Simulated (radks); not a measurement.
The numbers below are computed, except where a source is named.
Task: Radial electron density D(r) = 4 pi r^2 rho(r) of an atom or ion with 35 electrons. Code: a radial shooting solver on a logarithmic mesh with Libxc functionals. Model: scalar-relativistic Kohn-Sham, r2SCAN, spin-polarised, spherical densities, finite nucleus; meta-GGA in the generalised Kohn-Sham scheme; Fermi nuclear charge, rms radius of each element as measured or else 0.836 A^(1/3) + 0.57 fm.

```
   r/bohr * D(r) (the largest magnitude, 51.5, reaches the edge; | marks zero)
 0.003176 |   *
 0.004339 |     *
 0.005975 |          *
 0.008162 |                *
  0.01124 |                        *
  0.01536 |                                 *
  0.02115 |                                          *
  0.02889 |                                             *
  0.03979 |                                           *
  0.05436 |                                      *
  0.07485 |                                       *
   0.1023 |                                                 *
   0.1408 |                                                      *
   0.1924 |                                           *
   0.2649 |                             *
    0.362 |                                 *
   0.4985 |                                    *
    0.681 |                      *
   0.9378 |        *
    1.281 |    *
    1.764 |   *
     2.41 | *
    3.319 |*
    4.535 *
    6.245 *
    8.532 *
    11.75 *
    16.05 *
```

What is the nuclear charge?

Result: Z = 35. The innermost maximum, from 1s, lies near gamma/Z bohr with gamma = sqrt(1 - (Z/c)^2) = 0.967, here 0.0276 bohr (found: 0.0301), and its height grows with Z. The density is that of neutral bromine in [Ar] 3d10 4s2 4p4.5 5s0.5; the configuration itself is not fixed sharply by these data, and Z only to about a unit. D(r) has 3 maxima, at r = 0.0301, 0.134, 0.449 bohr, and minima at 0.0623, 0.285 bohr, inside which lie 2.07, 11.00 electrons.
